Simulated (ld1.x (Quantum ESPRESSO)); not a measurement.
Ca, PAW: configuration errors across variants

| Property | Result |
| --- | --- |
| Element | calcium |
| Generator | ld1.x (Quantum ESPRESSO) 7.5 |
| Type | PAW |
| Functional | LDA (PZ) |
| Relativity | scalar-relativistic |
| Frozen core | [Ne] |
| Valence charge | 10 |
| Reference configuration | 3s2 3p6 3d0 4s1 4p0 (charge +1) |
| Partial waves | 3s (bound): rcut 1.75, rcutus 1.95 bohr; 4s (bound): rcut 1.75, rcutus 1.95 bohr; 3p (bound): rcut 2.10, rcutus 2.40 bohr; 4p (bound, empty): rcut 2.10, rcutus 2.40 bohr; 3d (bound, empty): rcut 3.10, rcutus 3.40 bohr; 3d channel at -0.3 Ry: rcut 3.10, rcutus 3.40 bohr |
| Local potential | all-electron potential smoothed inside 2.95 bohr (lloc = -1) |
| Core correction | a·sin(br)/r model core inside 1.00 bohr |
| Augmentation charge | BESSEL, radius 1.55 bohr |

All-electron excitation energies from the reference (eV): (1) 3s2 3p6 3d0 4s2 4p0 -6.463; (2) 3s2 3p6 3d0 4s0 4p0 11.950; (3) 3s2 3p6 3d0 4s1.5 4p0 -3.896.

The overlap operator is not positive definite (basis up to 400 Ry) in “all radii but the core radius scaled by about 1.19 (s 2.32, p 2.86, d 4.06 bohr, rcut 2.08/2.50/3.70); local potential all-electron potential smoothed inside 3.52 bohr (lloc = -1); augmentation BESSEL, radius 1.86 bohr”, “all radii but the core radius scaled by about 1.28 (s 2.50, p 3.08, d 4.36 bohr, rcut 2.24/2.70/3.98); local potential all-electron potential smoothed inside 3.78 bohr (lloc = -1); augmentation BESSEL, radius 2.00 bohr”. Such files are unfit for use, however small their errors in these radial tests.

Errors AE − PS in meV (a dash: test not solved or not reliable):

```csv
change,(1),(2),(3),bound ghosts
base,+0.5,+0.1,+0.2,none
"all radii but the core radius scaled by about 0.77 (s 1.50, p 1.84, d 2.60 bohr, rcut 1.34/1.60/2.36); local potential all-electron potential smoothed inside 2.26 bohr (lloc = -1); augmentation BESSEL, radius 1.18 bohr",+0.2,-0.4,+0.1,none
"all radii but the core radius scaled by about 0.83 (s 1.62, p 2.00, d 2.82 bohr, rcut 1.46/1.74/2.58); local potential all-electron potential smoothed inside 2.46 bohr (lloc = -1); augmentation BESSEL, radius 1.28 bohr",+0.3,-0.3,+0.1,none
"all radii but the core radius scaled by about 0.94 (s 1.84, p 2.26, d 3.20 bohr, rcut 1.64/1.98/2.92); local potential all-electron potential smoothed inside 2.78 bohr (lloc = -1); augmentation BESSEL, radius 1.46 bohr",+0.3,-0.1,+0.1,none
"all radii but the core radius scaled by about 1.10 (s 2.16, p 2.64, d 3.76 bohr, rcut 1.94/2.32/3.42); local potential all-electron potential smoothed inside 3.26 bohr (lloc = -1); augmentation BESSEL, radius 1.70 bohr",+0.9,+0.6,+0.3,none
"all radii but the core radius scaled by about 1.19 (s 2.32, p 2.86, d 4.06 bohr, rcut 2.08/2.50/3.70); local potential all-electron potential smoothed inside 3.52 bohr (lloc = -1); augmentation BESSEL, radius 1.86 bohr",–,–,–,not determined (overlap not positive)
"all radii but the core radius scaled by about 1.28 (s 2.50, p 3.08, d 4.36 bohr, rcut 2.24/2.70/3.98); local potential all-electron potential smoothed inside 3.78 bohr (lloc = -1); augmentation BESSEL, radius 2.00 bohr",–,–,–,not determined (overlap not positive)
```

(1) Give the same row for: all radii but the core radius scaled by about 1.40 (s 2.72, p 3.36, d 4.74 bohr, rcut 2.44/2.94/4.32); local potential all-electron potential smoothed inside 4.12 bohr (lloc = -1); augmentation BESSEL, radius 2.16 bohr.

## Answers

(1) –, –, –; bound ghosts: none.
